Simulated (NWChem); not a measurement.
# Atomisation of H$_{3}$OSi

```
Si
O 1 1.6688
H 1 1.5071 2 114.84
H 1 1.5071 3 110.51 2 131.86
H 1 1.5248 3 108.24 4 118.37
```
Charge 0, spin multiplicity 2.

All runs are NWChem calculations. Structure: optimised with UPBE/def2-SVP, a minimum by its harmonic frequencies.

Basis set: def2-TZVP. The atomisation energy is electronic alone: no zero-point, thermal, spin-orbit or counterpoise terms. No value is extrapolated to the basis-set limit. Free atoms are single determinants with multiplicities O 3, Si 3, H 2.

B3LYP has NWChem's definition, with VWN1-RPA local correlation. The structure started from a generated list of species. The unpaired electrons of the parent sit in orbitals of symmetry a' (Cs labels of the run); other states weren't searched. No SCF solution was tested for a lower state. Open-shell Hartree-Fock references start from PBE0 orbitals.

Task: One of these methods gave an atomisation energy of 336.0 kcal/mol. Which?
A) HF
B) r2SCAN
C) PBE0
D) B3LYP

Result: D, B3LYP. The others give 328.9 (PBE0), 248.9 (HF), 338.5 (r2SCAN).
